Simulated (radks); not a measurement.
Task: Species: Ge4+. Configuration: [Ar] 3d9 4s1 (not the ground configuration). Method: non-relativistic Kohn-Sham, PBE, spin-polarised, spherical densities, point nucleus; open shells are filled with parallel spins first; computed with a radial shooting solver on a logarithmic mesh with Libxc functionals. Some entries of the table are withheld. Estimate them.

orbital,occ.,eigenvalue (eV),<r> (bohr)
1s up,1,-10865.28,0.04786
1s down,1,-10865.18,0.04786
2s up,1,-1399.936,0.2139
2s down,1,-1399.010,0.2138
2p up,3,-1253.091,0.1853
2p down,3,-1252.391,0.1852
3s up,1,-223.3837,0.6292
3s down,1,-221.8121,0.6294
3p up,3,(1),0.6424
3p down,3,(2),0.6426
3d up,5,-89.6226,0.6876
3d down,4,-87.9239,0.6873
4s up,1,-55.7045,(3)
4s down,0,-53.6419,(4)

Result: 
(1) 3p up eigenvalue (eV): -174.5995
(2) 3p down eigenvalue (eV): -173.0074
(3) 4s up <r> (bohr): 1.733
(4) 4s down <r> (bohr): 1.731
